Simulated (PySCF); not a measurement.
Computed shifts of a molecule C3H7ClSi, PBE0/pcSseg-1 (PySCF), GIAO, gas phase, equivalent atoms averaged, in ppm (number of nuclei): ¹³C: 149.3 (1), 136.5 (1), -3.2 (1). ²⁹Si: -39.2 (1). ¹H: 6.77 (1), 6.50 (1), 4.75 (1), 4.51 (1), 0.58 (3). References: ¹³C against TMS (σ = 186.3 ppm); ²⁹Si against TMS (σ = 352.7 ppm); ³⁵Cl against HCl (σ = 945.9 ppm); ¹H against TMS (σ = 31.56 ppm), references at their B3LYP-D3(BJ)/def2-TZVP geometries, non-relativistic (without spin–orbit terms, shifts of atoms bonded to Cl or Br come out too high). Geometry optimised at PBE0-D3(BJ)/def2-SVP. One conformer was computed; it need not be the lowest.

Q: Which structure fits?
A) Cl[SiH2]C1CC1
B) C[SiH2]/C=C/Cl
C) [SiH3]C/C=C\Cl
D) C=C(C)[SiH2]Cl

A: B, C[SiH2]/C=C/Cl
